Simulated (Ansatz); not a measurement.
Calculated with Ansatz (gas phase, PBE0-D4/def2-TZVP geometries, no zero-point term in ΔE). CCSD(T)/CBS is the MP2 limit (def2-TZVPP, def2-QZVPP) plus CCSD(T) − MP2 in def2-TZVPP, frozen cores. This one scheme is used for every species. DFT in def2-TZVPP. B3LYP here is the variant with VWN-RPA as its local correlation; programs differ in this. Elements past krypton have def2 core potentials. For Sn outer-core shells are correlated without core-valence functions, which leaves a few kJ/mol of doubt a bond. One conformer a species, not always the lowest.

Reaction (hydrogenolysis of a C–F bond): `F[CH2][SnH2][F]` + H₂ → `[CH3][SnH2][F]` + H–F

```csv
level,ΔE (kJ/mol)
B97M-V,-134.5
B3LYP-D4,-128.8
PBE,-128.6
B3LYP,-130.2
LC-ωPBE,-139.4
HF/def2-TZVPP,-141.5
HF/def2-QZVPP,-141.7
CCSD/CBS(def2),-148.5
```

(1) What does CCSD(T)/CBS give? (Estimate.)

(2) What do rigid-rotor, harmonic-oscillator terms from PBE0-D4/def2-TZVP frequencies (298.15 K, 1 bar) make of the CCSD(T)/CBS value? (An estimate is asked.)

Largest T1 diagnostic among the species: 0.013.

## Answers

(1) Computed: -146.4 kJ/mol. The listed levels differ from it by 11.9, 17.6, 17.8, 16.2, 7.0, 4.9, 4.7, -2.1 kJ/mol.

(2) Computed: ΔZPE = +16.0 kJ/mol, ΔH = -132.1 kJ/mol, ΔS = 16 J/(mol·K), ΔG = -136.9 kJ/mol. Modes under 50 cm⁻¹ make the entropy rough.

Leaving LDA and LC-ωPBE aside and taking each functional with its dispersion term where it has one, the values, not all of them listed here, spread over 28.5 kJ/mol, from PBE-QIDH to BLYP-D4. LDA lies −3.3 kJ/mol from PBE without D4. At CCSD(T), def2-SVP lies +14.2 kJ/mol from the extrapolated value and def2-TZVPP +2.7 kJ/mol.
